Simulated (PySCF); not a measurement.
## How methods differ on the excitation energy of Ru²⁺

Ru²⁺ [Kr] 4d6 (5D) → Ru²⁺ [Kr] 4d5 5s1 (7S), as a difference of total energies. Computed with PySCF 2.14 in aug-cc-pwCVDZ-PP with ECP28MDF, with a scalar-relativistic core potential. Correlated levels: valence: 4s2 4p6 frozen. The calculations carry no spin-orbit coupling.

```csv
method,excitation energy (eV)
UHF,2.464
MP2 (valence),3.013
SCS-MP2 (valence),3.614
CCSD (valence),2.995
CCSD(T) (valence),3.015
```

Q: How much does correlation contribute at CCSD(T) (valence)?

A: 3.015 − (2.464) = 0.551 eV, measured against UHF.
